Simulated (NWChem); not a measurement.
# ZnSiNH$_{5}$O; SMILES [SiH3][O][Zn][NH2]

```xyz
9

Zn     0.0578    -0.8279    -0.0001
N     -0.1474    -2.6271    -0.0003
H     -0.6098    -3.0243    -0.8151
H     -0.5970    -3.0260     0.8209
O      0.4859     0.8875    -0.0008
Si    -0.1614     2.3916     0.0002
H     -1.0295     2.6355    -1.2016
H      0.9234     3.4211    -0.0065
H     -1.0178     2.6388     1.2097
```
Atoms are numbered in this order, from 1.

All runs use the structure optimised with PBE0/def2-SVP.

Question: List the 4 lowest vertical singlet excitations from CAM-B3LYP/def2-SVPD, TDA (NWChem).

Answer: 
```json
[
 {"state": "S1", "energy (eV)": "5.23", "oscillator strength": "0.075", "leading excitation (squared amplitude)": "HOMO → LUMO (0.91)"},
 {"state": "S2", "energy (eV)": "6.12", "oscillator strength": "0.003", "leading excitation (squared amplitude)": "HOMO → LUMO+1 (0.89)"},
 {"state": "S3", "energy (eV)": "6.19", "oscillator strength": "0.011", "leading excitation (squared amplitude)": "HOMO−1 → LUMO (0.81)"},
 {"state": "S4", "energy (eV)": "6.50", "oscillator strength": "0.027", "leading excitation (squared amplitude)": "HOMO−2 → LUMO (0.80)"}
]
```
